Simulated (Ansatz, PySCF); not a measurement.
Molecule: sum formula H4SiNO3, charge 0, multiplicity 2. It need not be the lowest isomer of its formula. 
Geometry from a B3LYP-D3(BJ)/def2-TZVP (Ansatz, a first-principles code) optimisation:
```xyz
9

Si    -0.0174    -0.0099    -0.0027
O      1.4382    -0.3861    -0.6553
O      0.3037     0.5302     1.5128
O     -0.8487     1.1523    -0.7931
N     -1.0188    -1.4280    -0.1555
H      1.4381    -0.9549    -1.4298
H      1.1545     0.2901     1.8887
H     -0.7416     2.0578    -0.4909
H     -1.6222    -1.6290     0.6432
```
Charge 0, spin multiplicity 2.

Dipole moments at this geometry, in debye (magnitudes).

| level | program | dipole (D) |
|---|---|---|
| HF/def2-TZVPD | PySCF | 1.41 |
| SVWN5/def2-TZVPD | Ansatz | 1.39 |
| PBE/def2-TZVPD | Ansatz | 1.33 |
| BLYP/def2-TZVPD | Ansatz | 1.34 |
| revPBE/def2-TZVPD | Ansatz | 1.32 |
| r2SCAN/def2-TZVPD | Ansatz | 1.33 |
| B3LYP/def2-TZVPD | Ansatz | 1.33 |
| PBE0/def2-TZVPD | Ansatz | 1.31 |
| r2SCAN0/def2-TZVPD | Ansatz | 1.33 |
| M06-2X/def2-TZVPD | PySCF | 1.33 |
| CAM-B3LYP/def2-TZVPD | PySCF | 1.35 |
| wB97M-V/def2-TZVPD | Ansatz | 1.33 |
| CCSD(T)/aug-cc-pV(D+d)Z | Ansatz | 1.31 |
